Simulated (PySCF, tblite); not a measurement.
Species: C3H12OSi3.
SMILES: `C=CC[SiH2]O[SiH2][SiH3]`

Jobs on this species (19 atoms, 80 electrons) with PySCF (density fitting) and tblite. Hardware of each: one thread of an Arm Neoverse V2, on a shared host. Other jobs ran on the host; a repeat could differ by tens of per cent or more.

```csv
level and settings,work,basis functions,SCF cycles,wall time
GFN2-xTB,L-BFGS relaxation,–,–,?
PBE0/pcSseg-1,"shieldings, charges and field gradients",200,?,?
HF/pcSseg-1,shieldings,200,11,19 s
"PBE0-D3(BJ)/def2-SVP, grid level 1",geometry optimisation from a GFN2-xTB start shaken at random,170,66,2.6 min
GFN2-xTB,Hessian by finite differences,–,–,0.8 s
"delta-SCF UKS SCAN, pcX-2 on the ionised atom, pcseg-1 elsewhere, spin-free X2C","ΔSCF core ionisation, 10 holes",212,163,2.6 min
wB97X-D/def2-SVPD,"10 singlets by full TDDFT, 4 Tamm–Dancoff triplets, polarisability, ΔSCF ions",251,13,4.4 min
```

Problem. Fill in the missing figures.

Solution. 
- GFN2-xTB; L-BFGS relaxation: 2.0 s
- PBE0/pcSseg-1; shieldings, charges and field gradients: 36 s, 14 SCF cycles

Problem. What do all jobs in the table cost together?

Solution. About 11 min; the longest takes about 42 % of that, and about 330 times as long as the shortest.
